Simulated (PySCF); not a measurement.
Two-component Hartree-Fock for Al (aluminium, neutral)

Start: [Ne] 3s2 3p1; 3p3/2 filled at m_j = +3/2. Calculated with PySCF 2.14 in x2c-TZVPall-2c with one added diffuse shell each of s, p type (6s7p2d1f, 44 functions): generalised Hartree-Fock with the X2C-1e Hamiltonian and a Gaussian nucleus; one run each with spin-orbit coupling (SO) switched off, then screened by Boettger's factors. This is a chosen level, not necessarily the ground level.

```csv
spinor shell,electrons,"ε, spin-free (eV)","ε, screened SO (eV)",weight of nominal j (screened SO),"rms radius, screened SO (bohr)"
1s1/2,2,-1595.1,-1595.1,1.000,0.139
2s1/2,2,-134.12,-134.12,1.000,0.676
2p1/2,2,-87.536,-87.810,0.984,0.673
2p3/2,4,-87.536,-87.408,0.992,0.675
3s1/2,2,-10.756,-10.758,0.999,2.81
3p3/2,1,-5.750,-5.745,1.000,3.76
```

```json
{"quantity": "E (hartree)", "spin-free": "-242.30717", "screened SO": "-242.30714"}
{"quantity": "M_J", "spin-free": "3/2", "screened SO": "3/2"}
{"quantity": "⟨J²⟩", "spin-free": "3.770", "screened SO": "3.770"}
{"quantity": "⟨L²⟩", "spin-free": "2.015", "screened SO": "2.015"}
{"quantity": "⟨S²⟩", "spin-free": "0.755", "screened SO": "0.755"}
```

Each row is a mean over spinors that exchange with the open shell spreads, by up to 1.645 eV (3s1/2).

Without spin-orbit coupling the j labels of p, d and f shells carry no meaning; the spin-free column gives the mean over the occupied spinors of each nl shell.
